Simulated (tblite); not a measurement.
Species: C6H12P (charge +1).
Numbering: `[CH3:1][C:2]1=[C:3]([CH3:4])[PH2+:5][CH2:6][CH2:7]1` (hydrogens: H8, H9, H10 on C1; H11, H12, H13 on C4; H14, H15 on P5; H16, H17 on C6; H18, H19 on C7)

Computed geometry: GFN2-xTB, gas phase.

Task: List the bond lengths, angles and torsions at this level.

Result: 
```csv
bond,length (Å),order
C1–C2,1.483,single
C2=C3,1.350,double
C3–C4,1.494,single
C3–P5,1.782,single
P5–C6,1.814,single
C6–C7,1.546,single
C2–C7,1.505,single
"C1–H8, C1–H9, C1–H10",1.088,single
"C4–H11, C4–H12, C4–H13",1.089,single
"P5–H14, P5–H15",1.380,single
"C6–H16, C6–H17",1.092,single
"C7–H18, C7–H19",1.091,single
```

Bonds in one row agree within 0.01 Å and their mean is given. Orders are formal, as drawn. A selection of angles:
```csv
angle,degrees
C2–C1–H8,109.6
C2–C1–H10,112.5
H8–C1–H9,107.1
H9–C1–H10,108.9
C1–C2–C3,125.6
C1–C2–C7,117.0
C3–C2–C7,117.4
C2–C3–C4,130.4
C2–C3–P5,109.7
C4–C3–P5,119.9
C3–C4–H11,110.7
C3–C4–H12,110.4
H11–C4–H12,107.8
C3–P5–C6,96.7
C3–P5–H14,114.9
C3–P5–H15,114.5
C6–P5–H14,113.5
H14–P5–H15,104.0
P5–C6–C7,104.6
P5–C6–H16,111.8
P5–C6–H17,109.0
C7–C6–H16,112.5
C7–C6–H17,111.2
H16–C6–H17,107.7
C6–C7–H18,110.6
C2–C7–C6,110.6
C2–C7–H18,109.7
H18–C7–H19,106.5
```

Torsions: C1–C2–C3–C4 0° (synperiplanar); C2–C3–P5–C6 -6° (synperiplanar); C3–P5–C6–C7 9° (synperiplanar); P5–C6–C7–C2 -10° (synperiplanar); C1–C2–C7–C6 -173° (antiperiplanar). The mirror-image conformer, all signs reversed, is as good.

P5 (phosphonium phosphorus) has angles from 96.7° to 114.9°. The C–C distances run from 1.350 Å (C2=C3, drawn double) to 1.546 Å (C6–C7, drawn single), a spread of 0.196 Å. The C–P distances run from 1.782 Å (C3–P5, drawn single) to 1.814 Å (P5–C6, drawn single), a spread of 0.032 Å. The 5-membered ring C2–C3–P5–C6–C7 has internal angles of 96.7° to 117.4°; it is slightly puckered (a soft mode that the optimisation may not have finished), 0.05 Å rms from its mean plane, widest ring torsion 10°. C3 (fully substituted alkene carbon) is planar (angles 130.4°, 119.9° and 109.7°, sum 360.0°, 0.00 Å off the plane of its three neighbours). Of the pairs four or more bonds apart, H10···H13 is among the closest relative to their van der Waals radii: 2.15 Å, 90 % of the sum of Bondi's values. C2 (fully substituted alkene carbon) is planar (angles 125.6°, 117.4° and 117.0°, sum 360.0°, 0.00 Å off the plane of its three neighbours).

GFN2-xTB frequencies show an imaginary mode (27i cm⁻¹), so the point is no minimum at that level. 2 starts were optimised and ended at 0.00 and 0.02 kcal/mol (GFN2-xTB); the lowest of these is shown.
